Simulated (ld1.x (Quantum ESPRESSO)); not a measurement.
O (Z = 8), PAW: configuration errors across variants

ld1.x (Quantum ESPRESSO) 7.5 input, shortened:

```
&input
   title='O', zed=8., rel=1, dft='PZ', iswitch=3,
   config='[He] 2s2 2p3'
 /
 &inputp
   pseudotype=3, lpaw=.true., tm=.true., lloc=-2, rcloc=1.00,
   nlcc=.false.,
   which_augfun='PSQ', rmatch_augfun=0.50
 /
4
2S  1  0   2.00   0.00  0.60  0.75  0.0
2S  1  0   0.00  -2.55  0.60  0.75  0.0
2P  2  1   3.00   0.00  0.80  1.00  0.0
2P  2  1   0.00  -1.40  0.80  1.00  0.0
 &test
   configts(1)='2s2 2p3'
 /
```

All-electron excitation energies from the reference (eV): (1) 2s2 2p4 -16.584; (2) 2s2 2p2 33.708; (3) 2s2 2p1 87.672; (4) 2s1 2p5 -1.999; (5) 2s1 2p4 14.838; (6) 2s2 2p0 164.627; (7) 2s2 2p3.5 -10.218; (8) 2s2 2p3 spin -4.011; (9) 2s2 2p4 spin -17.993.

Spin tests fill each open shell by Hund’s rule, majority spin first.

Errors AE − PS in meV (a dash: test not solved or not reliable):

| change | (1) | (2) | (3) | (4) | (5) | (6) | (7) | (8) | (9) | bound ghosts |
| --- | --- | --- | --- | --- | --- | --- | --- | --- | --- | --- |
| base | +1.5 | -0.5 | +2.6 | +0.7 | -0.7 | +24 | +0.7 | -1.4 | +0.6 | none |
| wave 2s channel at -2.55 Ry: rcut 0.60, rcutus 0.75 bohr becomes 2s channel at -2.75 Ry: rcut 0.60, rcutus 0.75 bohr | +2.0 | -0.1 | +4.3 | +0.9 | -0.7 | +26 | +0.9 | +0.6 | +1.7 | none |
| wave 2s channel at -2.55 Ry: rcut 0.60, rcutus 0.75 bohr becomes 2s channel at -2.53 Ry: rcut 0.60, rcutus 0.75 bohr | +1.5 | -0.5 | +2.6 | +0.7 | -0.7 | +24 | +0.7 | -1.4 | +0.6 | none |
| wave 2s channel at -2.55 Ry: rcut 0.60, rcutus 0.75 bohr becomes 2s channel at -2.4 Ry: rcut 0.60, rcutus 0.75 bohr | +1.4 | -0.5 | +2.5 | +0.7 | -0.7 | +25 | +0.7 | -1.6 | +0.5 | none |
| wave 2s channel at -2.55 Ry: rcut 0.60, rcutus 0.75 bohr becomes 2s channel at -1.64 Ry: rcut 0.60, rcutus 0.75 bohr | +1.3 | -0.5 | +2.9 | +0.6 | -0.7 | +28 | +0.6 | -1.7 | +0.3 | none |
| wave 2s channel at -2.55 Ry: rcut 0.60, rcutus 0.75 bohr becomes 2s channel at -0.25 Ry: rcut 0.60, rcutus 0.75 bohr | +1.3 | -0.3 | +5.0 | +0.6 | -0.7 | +39 | +0.6 | -1.1 | +0.4 | none |

Give the same row for: wave 2s channel at -2.55 Ry: rcut 0.60, rcutus 0.75 bohr becomes 2s channel at 3.54 Ry: rcut 0.60, rcutus 0.75 bohr.

+1.4, +5.6, +61, +0.7, -0.7, +371, +0.5, +21, +5.0; bound ghosts: none.
